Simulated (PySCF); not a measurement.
How methods differ on the ionisation energy of Ga(2+)

Ga(2+) [Ar] 3d10 4s1 (2S) → Ga(3+) [Ar] 3d10 (1S), as a difference of total energies. Computed with PySCF 2.14 in aug-cc-pwCVDZ-PP with ECP10MDF (6s5p4d1f, 48 functions), with a scalar-relativistic core potential. Correlated levels: valence and next inner shell: nothing frozen outside the core potential. The calculations carry no spin-orbit coupling.

```json
{"method": "UHF", "ionisation energy (eV)": "29.663"}
{"method": "LDA", "ionisation energy (eV)": "31.839"}
{"method": "PBE", "ionisation energy (eV)": "31.451"}
{"method": "PBE0", "ionisation energy (eV)": "31.099"}
{"method": "r2SCAN", "ionisation energy (eV)": "31.312"}
{"method": "r2SCAN0", "ionisation energy (eV)": "31.067"}
{"method": "PW91", "ionisation energy (eV)": "31.540"}
{"method": "revPBE", "ionisation energy (eV)": "31.254"}
{"method": "wB97X", "ionisation energy (eV)": "30.586"}
{"method": "MP2 (valence and next inner shell)", "ionisation energy (eV)": "30.585"}
{"method": "SCS-MP2 (valence and next inner shell)", "ionisation energy (eV)": "30.419"}
```

Task: How much does correlation contribute at MP2 (valence and next inner shell)?

Result: 30.585 − (29.663) = 0.922 eV, measured against UHF.

Errors of the correlated levels include the incompleteness of this basis.

For comparison: 30.726 eV (measured; NIST Atomic Spectra Database, ionization energies).
